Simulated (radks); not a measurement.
Charge is removed step by step from the 6s1/2 level of Tl+, starting from [Hg]. Method: Dirac Kohn-Sham, PBEsol, spin-unpolarised, spherical densities, finite nucleus; Fermi nuclear charge, rms radius 5.4759 fm; computed with a radial shooting solver on a logarithmic mesh with Libxc functionals.

| removed (e) | E - E(0) (eV) | eigenvalue (eV) | E minus straight line (eV) |
|---|---|---|---|
| 0 | 0.000 | -16.369 | 0.000 |
| 0.1 | 1.681 | -17.245 | -0.403 |
| 0.2 | 3.449 | -18.128 | -0.718 |
| 0.3 | 5.306 | -19.016 | -0.945 |
| 0.4 | 7.253 | -19.912 | -1.082 |
| 0.5 | 9.289 | -20.813 | -1.130 |
| 0.6 | 11.416 | -21.720 | -1.087 |
| 0.7 | 13.633 | -22.634 | -0.953 |
| 0.8 | 15.942 | -23.552 | -0.728 |
| 0.9 | 18.344 | -24.477 | -0.410 |
| 1 | 20.838 | -25.406 | 0.000 |

Removing the whole electron costs 20.838 eV by Delta-SCF, against 16.369 eV from minus the eigenvalue at the starting occupation. Slater's transition state (half an electron removed) gives 20.813 eV. Integrating minus the eigenvalue over the occupation (Janak's theorem) gives 20.838 eV. The mean slope of the eigenvalue, de/dn, is 9.04 eV per electron. Ionisation energy of Tl+ in the NIST Atomic Spectra Database: 20.428 eV (measured).

Beside tabulated values, note that spin-unpolarised runs miss the spin-polarisation part of the exchange energy of open shells.
